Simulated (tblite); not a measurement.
Species: C₄H₁₃NOSi.
Structure used (GFN2-xTB), in Å, numbered top down from 1:
```xyz
20
C4H13NOSi angstrom
C     -3.1365   -0.6868    0.0074
N     -2.5781    0.6437   -0.0704
Si    -1.0483    1.0279   -0.7556
C      0.2298   -0.1709   -0.0173
C      1.6531    0.3519   -0.1611
C      2.6798   -0.6279    0.4068
O      4.0004   -0.1414    0.3431
H     -3.6528   -0.9830   -0.9130
H     -2.3349   -1.3972    0.1940
H     -3.8491   -0.7427    0.8332
H     -3.3043    1.3360   -0.1756
H     -0.9515    0.9379   -2.2273
H     -0.8135    2.4102   -0.3355
H      0.0217   -0.3370    1.0408
H      0.1677   -1.1470   -0.5036
H      1.8757    0.5304   -1.2177
H      1.7519    1.3048    0.3618
H      2.6017   -1.5917   -0.1202
H      2.4861   -0.8018    1.4680
H      4.1961    0.0953   -0.5706
```

Level: GFN2-xTB in tblite, geometry and Hessian alike; calculated harmonic values, unscaled, isolated species. Errors from tens to a few hundred cm⁻¹ against measured bands are possible. Modes of hydrogen on silicon can be 10 to 20 % off. One conformer, not necessarily the lowest.

Harmonic wavenumbers (cm⁻¹): 41.2, 69.7, 82.7, 115.9, 131.1, 160.4, 177.8, 292.6, 315.8, 348.0, 440.9, 498.1, 535.0, 591.9, 719.2, 740.5, 758.5, 802.9, 822.3, 838.1, 988.1, 1021.6, 1065.4, 1085.6, 1094.1, 1109.4, 1111.2, 1164.3, 1219.0, 1248.9, 1280.6, 1308.9, 1339.1, 1365.2, 1370.5, 1421.2, 1483.4, 1490.2, 1491.2, 1498.6, 1504.9, 2129.2, 2255.7, 2856.0, 2904.6, 2944.8, 2961.6, 2970.6, 2978.9, 2985.6, 2989.5, 3036.2, 3445.3, 3541.9.

A = 6093, B = 699.3, C = 648.1 MHz; mass 119.077 u (most abundant isotopes); point group C1, symmetry number 1.

What is the zero-point energy?

½Σν̃ = 36572 cm⁻¹ = 104.56 kcal/mol.

What is S at 273.15 K and 1 bar for an ideal gas of classical rigid rotors and harmonic oscillators?

Translation 39.83, rotation 28.88, vibration 30.23: S = 98.9 cal/(mol K).

And Cp and H(273.15 K) − H(0)?

Cp = 36.80 cal/(mol K), of which vibrations give 28.85 (their classical limit is 54 R = 107.3); H(273.15 K) − H(0) = 6.39 kcal/mol without the zero-point energy, 4.22 from vibrations.

How do the functions run with temperature in this model?

```
T (K)  S (cal/(mol K))  Cp (cal/(mol K))  H − H(0) (kcal/mol)  G − H(0) (kcal/mol)  ln q(vib)
  100             71.5              20.7                 1.43                -5.72       2.22
  200             88.6              29.8                 3.96               -13.77       5.32
  300            102.5              39.5                 7.41               -23.34       8.20
  500            127.2              57.9                17.23               -46.36      13.67
  800            158.8              76.7                37.65               -89.42      21.37
 1000            176.9              85.0                53.86              -123.02      26.14
```

q(vib) and H(0) count from the zero-point level.

What must be added to the electronic energy to get the Gibbs energy at 273.15 K and 1 bar?

ZPE + [H(273.15 K) − H(0)] − T·S = 104.56 + 6.39 − 27.03 = 83.92 kcal/mol.

Which modes carry the vibrational entropy at 273.15 K?

41.2 cm⁻¹: 5.03; 69.7 cm⁻¹: 3.99; 82.7 cm⁻¹: 3.65; 115.9 cm⁻¹: 3.00; 131.1 cm⁻¹: 2.76; 160.4 cm⁻¹: 2.38 cal/(mol K); the other 48 give 9.41 together.

Blend soft modes into free rotors: weight 1/[1 + (100 cm⁻¹/ν̃)⁴] for the oscillator and the rest for a rotor with moment μB/(μ + B), μ = h/(8π²ν), B = 10⁻⁴⁴ kg m². What vibrational entropy results?

27.52 cal/(mol K) in place of 30.23, which changes −T·S at 273.15 K by +0.74 kcal/mol.

Hindered rotation and anharmonicity are outside this model. Other conformers, if any are populated, would add a mixing term that is left out. The structure is chiral; the term R ln 2 for an equal mix with its mirror image is left out.

The run took 1.2 s of wall time on Arm Neoverse N1, one thread, no GPU, shared host. The figure is for the frequency step alone.
